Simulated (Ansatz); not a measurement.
Relaxation of C3H6SiTe (11 atoms, charge 0, multiplicity 1), to a largest force component of 0.02 eV/Å in at most 50 steps.

All numbers below come from RKS PBE/def2-SVP (Ansatz).

```xyz
11
Properties=species:S:1:pos:R:3
C -1.559 0.754 1.933
C -0.778 0.024 1.519
Si 0.447 -1.135 0.898
Te 0.199 -1.524 -1.520
C 0.426 0.541 -1.941
H -1.169 0.753 0.810
H 1.845 -0.563 1.126
H 0.404 -2.391 1.635
H 0.351 0.741 -2.974
H -0.349 1.146 -1.377
H 1.420 0.855 -1.549
```

**Question.** Where does it end, and by what steps?

**Answer.** It converged. The force dipped under the threshold on the way, but the program's further checks kept it going. After 19 steps the energy has fallen by 1.532 eV; H6 moved furthest, 1.14 Å. The start is strongly strained (largest force component 10 eV/Å).

| step | energy less start (eV) | largest force component (eV/Å) | accepted |
| --- | --- | --- | --- |
| 0 | 0.0000 | 10.489 | yes |
| 1 | -1.2862 | 1.733 | yes |
| 2 | -1.3375 | 0.585 | yes |
| 3 | -1.4365 | 0.430 | yes |
| 4 | -1.4556 | 0.139 | yes |
| 5 | -1.4592 | 0.109 | yes |
| 6 | -1.4617 | 0.166 | yes |
| 7 | -1.4640 | 0.146 | yes |
| 8 | -1.4681 | 0.487 | yes |
| 9 | -1.4973 | 0.126 | yes |
| 10 | -1.5096 | 0.213 | yes |
| 11 | -1.5047 | 0.368 | no |
| 12 | -1.5194 | 0.124 | yes |
| 13 | -1.5285 | 0.157 | yes |
| 14 | -1.5154 | 1.148 | no |
| 15 | -1.5313 | 0.022 | yes |
| 16 | -1.5317 | 0.015 | yes |
| 17 | -1.5300 | 0.191 | no |
| 18 | -1.5317 | 0.024 | no |
| 19 | -1.5318 | 0.012 | yes |

```xyz
11
Properties=species:S:1:pos:R:3
C -1.355 1.182 1.878
C -0.684 0.153 1.496
Si 0.518 -1.150 0.899
Te 0.275 -1.501 -1.573
C 0.549 0.624 -2.028
H -1.918 0.095 1.356
H 1.861 -0.618 1.312
H 0.236 -2.463 1.569
H 0.286 0.749 -3.095
H -0.134 1.220 -1.396
H 1.602 0.910 -1.859
```

The run took 55 s on 2 threads of Arm Neoverse V1 (shared host), peak memory 0.16 GiB.
